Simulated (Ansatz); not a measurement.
Program: Ansatz. Geometries: PBE0-D4/def2-TZVP. ΔE: electronic, gas phase. CCSD(T)/CBS is the MP2 limit (def2-TZVPP, def2-QZVPP) plus CCSD(T) − MP2 in def2-TZVPP, frozen cores. This one scheme is used for every species. DFT in def2-TZVPP. Elements past krypton have def2 core potentials. For In outer-core shells are correlated without core-valence functions, which leaves a few kJ/mol of doubt a bond. One conformer a species, not always the lowest.

Reaction (ligand exchange at the In–Cl bond): `[Cl][InH2]` + `C[S][AlH][OH]` → `C[S][AlH][O][InH2]` + HCl

`[Cl][InH2]`:

Cartesian coordinates in Å:
```
Cl -0.703 -1.882 0.552
In 0.088 0.235 -0.069
H 0.362 0.361 -1.747
H 0.253 1.286 1.264
```

`C[S][AlH][OH]`:

```xyz
9

C     1.441    0.698    0.767
S    -0.363    0.587    1.006
Al   -0.912   -0.597   -0.731
O    -2.523   -1.018   -1.021
H     1.766    0.163   -0.125
H     1.719    1.747    0.673
H     1.936    0.270    1.638
H     0.197   -1.077   -1.741
H    -3.261   -0.774   -0.466
```

`C[S][AlH][O][InH2]`:

Z-matrix (Å, degrees):
```
C
S 1 1.822
H 1 1.089 2 109.0
H 1 1.089 2 111.1 3 -120.6
H 1 1.089 2 108.8 3 119.0
Al 2 2.177 1 102.0 3 118.9
O 6 1.672 2 120.0 1 -0.1
H 6 1.580 2 117.6 1 179.7
In 7 1.976 6 164.6 2 -175.4
H 9 1.708 7 112.3 6 -100.8
H 9 1.708 7 112.5 6 80.2
```

HCl:

Z-matrix (Å, degrees):
```
Cl
H 1 1.279
```

```
             level  ΔE (kcal/mol)
          PBE-QIDH           19.6
  CCSD(T)/def2-SVP           14.9
SCS-MP2/def2-TZVPP           16.7
   CCSD/def2-TZVPP           17.5
```

(1) What does CCSD(T)/CBS give? (Estimate.)

Largest T1 diagnostic among the species: 0.015.

Results:

(1) Computed: +17.2 kcal/mol. The listed levels differ from it by 2.4, -2.3, -0.5, 0.3 kcal/mol.

At CCSD(T), def2-SVP lies −2.3 kcal/mol from the extrapolated value and def2-TZVPP −0.5 kcal/mol. From r2SCAN to r2SCAN0 (25 % exact exchange), in def2-TZVPP and without D4, ΔE moves by +1.2 kcal/mol. The D4 term adds −1.2 kcal/mol with B3LYP and −0.7 kcal/mol with PBE0; it sums over pairs of atoms, weighted by their polarisabilities, and B3LYP, whose exchange is more repulsive, gets the larger term.

B3LYP here is the variant with VWN-RPA as its local correlation; programs differ in this.
